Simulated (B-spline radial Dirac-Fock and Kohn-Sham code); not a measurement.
# Isotope-shift constants of the inner levels of Ce³⁺

System: cerium as Ce³⁺, configuration [Xe] 4f1.

Method: first-order field-shift and mass-shift constants from Dirac-Fock ground and hole states with a Fermi nucleus; the mass shift has no relativistic recoil terms. Computed with a radial finite-basis atomic code. A binding energy shifts by δE = F·δ⟨r²⟩ + (K_N + K_S)·δ(1/M); F is taken for a change of radius at fixed skin thickness and so holds the higher radial moments.

| level | F (meV/fm²) |
| --- | --- |
| K (1s) | -181.5 |
| L1 (2s) | -22.41 |
| L2 (2p1/2) | 0.5572 |
| L3 (2p3/2) | 1.191 |
| M1 (3s) | -4.621 |
| M2 (3p1/2) | 0.1744 |
| M3 (3p3/2) | 0.3239 |
| M4 (3d3/2) | 0.2952 |
| M5 (3d5/2) | 0.2873 |

The mass shift is not given and not included below: at this Z its relativistic corrections are large. It matters little for K lines but can be comparable with the field shift of L lines.

Field shifts alone in meV from A = 140 (mass 139.9054 u, rms radius 4.8771 fm); radii from Angeli and Marinova (2013).

```
  A  mass (u)  radius (fm)     Kα1     Kα2     Kβ1   Lα1
136  135.9071       4.8739    +5.7    +5.7    +5.7   0.0
138  137.9060       4.8737       ?       ?       ?     ?
142  141.9093       4.9063   -52.2   -52.0   -51.9  +0.3
144  143.9137       4.9303   -95.3   -95.0   -94.9  +0.5
146  145.9188        4.959  -147.2  -146.7  -146.5  +0.7
148  147.9244       4.9893  -202.2  -201.5  -201.3  +1.0
```

Problem. What are the shifts for A = 138?

Solution. Kα1 +6.1 meV; Kα2 +6.0 meV; Kβ1 +6.0 meV; Lα1 0.0 meV.
